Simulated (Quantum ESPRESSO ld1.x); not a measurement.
Values are calculated unless marked as measured or tabulated.
Q: The mercury ion Hg28+, 52 electrons, occupied as [Kr] 4d10 4f6 (the NIST ground configuration). Code: ld1.x of Quantum ESPRESSO 7.5. Model: Dirac Kohn-Sham, PBE, spin-unpolarised, spherical densities, point nucleus; open shells are shared between the two j in proportion to 2j + 1.

Spin-orbit splittings of the eigenvalues, e(l+1/2) - e(l-1/2), with zeta = 2 splitting/(2l+1) and mean radii in bohr:

| shell | occ. | splitting (eV) | zeta (eV) | <r> j=l-1/2 | <r> j=l+1/2 |
|---|---|---|---|---|---|
| 2p | 6 | ? | ? | 0.05693 | 0.06560 |
| 3p | 6 | 433.8 | 289.2 | 0.1700 | 0.1857 |
| 3d | 10 | 92.91 | 37.16 | 0.1616 | 0.1664 |
| 4p | 6 | 116.3 | 77.51 | 0.3848 | 0.4132 |
| 4d | 10 | 23.14 | 9.257 | 0.4097 | 0.4180 |
| 4f | 6 | 5.950 | 1.700 | 0.4004 | 0.4041 |
| 5p | 0 | 39.45 | 26.30 | 0.7387 | 0.7784 |

Estimate the 2p splitting.

A: 1948 eV (zeta = 1299 eV).
